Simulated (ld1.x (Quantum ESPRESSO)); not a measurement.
zinc (Zn), RRKJ: configuration errors across variants

```
Element                 : zinc
Generator               : ld1.x (Quantum ESPRESSO) 7.5
Type                    : norm-conserving RRKJ (Kleinman–Bylander form)
Functional              : BP86
Relativity              : scalar-relativistic
Frozen core             : [Ar]
Valence charge          : 12
Reference configuration : 3d10 4s2 4p0
Partial waves           : 4p (bound, empty): rc 2.75 bohr; 3d (bound): rc 0.75 bohr; 4s (bound): rc 2.25 bohr
Local potential         : the s channel
Core correction         : none
rho0                    : 0.005
```

All-electron excitation energies from the reference (eV): (1) 3d10 4s1 4p0 10.085; (2) 3d10 4s0 4p0 28.608; (3) 3d9 4s0 4p0 69.215; (4) 3d8 4s0 4p0 131.087; (5) 3d10 4s0 4p1 16.458; (6) 3d10 4s0 4p2 10.633; (7) 3d9 4s2 4p1 12.255.

Tests that are not counted but printed errors over 1 eV. “local potential all-electron potential smoothed inside 0.70 bohr (lloc = -2)”: 3d10 4s0 4p2 (solver errors, printed error -12.0 eV); 3d10 4s0 4p1 (solver errors, printed error -3.3 eV); 1 more.

3 further variants failed, have other tests or another functional or relativity, and are left out.

A true bound ghost makes a file unfit for plane-wave use even where its test errors are small: the radial tests pick states by their node count and pass the ghost by. Where a test does run into it, the solver fails or the error is huge.

Errors AE − PS in meV (a dash: test not solved or not reliable):

| change | (1) | (2) | (3) | (4) | (5) | (6) | (7) | bound ghosts |
| --- | --- | --- | --- | --- | --- | --- | --- | --- |
| base | -5.5 | -37 | -386 | -2150 | -17 | -12 | -452 | none |
| type TM semilocal; local potential the d channel; rho0 0 | -4.9 | -35 | -18 | -406 | -2.8 | +0.2 | -118 | none |
| wave 4p (bound): rc 2.75 bohr becomes 4p (bound): rc 1.92 bohr | -5.5 | -37 | -386 | -2150 | -13 | -7.8 | -446 | none |
| wave 3d (bound): rc 0.75 bohr becomes 3d (bound): rc 0.78 bohr | -5.5 | -37 | -385 | -2143 | -17 | -12 | -451 | none |
| wave 4s (bound): rc 2.25 bohr becomes 4s (bound): rc 2.92 bohr | -5.6 | -99 | -877 | -3289 | -83 | -67 | -355 | none |
| local potential all-electron potential smoothed inside 0.70 bohr (lloc = -2) | -5.3 | -31 | +29 | -299 | – | – | – | s, p |

Question: Give the same row for: all radii scaled by about 0.73 (s 1.64, p 2.00, d 0.54 bohr).

Answer: -6.7, -38, -323, -2011, -11, -5.7, -473; bound ghosts: none.
